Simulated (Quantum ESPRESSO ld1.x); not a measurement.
Values are calculated unless marked as measured or tabulated.
The mean radii <r> (bohr) of the occupied orbitals of an atom or ion are listed with their occupations. Level of theory: scalar-relativistic Kohn-Sham, LDA (Slater exchange, Perdew-Zunger correlation), spin-polarised, spherical densities, point nucleus (ld1.x of Quantum ESPRESSO 7.5).

| orbital | occ. | <r> |
|---|---|---|
| 1s up | 1 | 0.04252 |
| 1s down | 1 | 0.04250 |
| 2s up | 1 | 0.1740 |

Name the element and its charge. Open shells, if any, are filled with parallel spins first.

Answer. Z = 35, bromine, charge +32: Br32+ in [He] 2s1. The 1s radius gives Z: for a bare nucleus <r> = (2 gamma + 1)/(2Z) with gamma = sqrt(1 - (Z/c)^2), 0.04191 bohr for Z = 35, and screening makes it slightly larger (0.04252 here). The occupations add up to 3, and the charge is Z minus that.
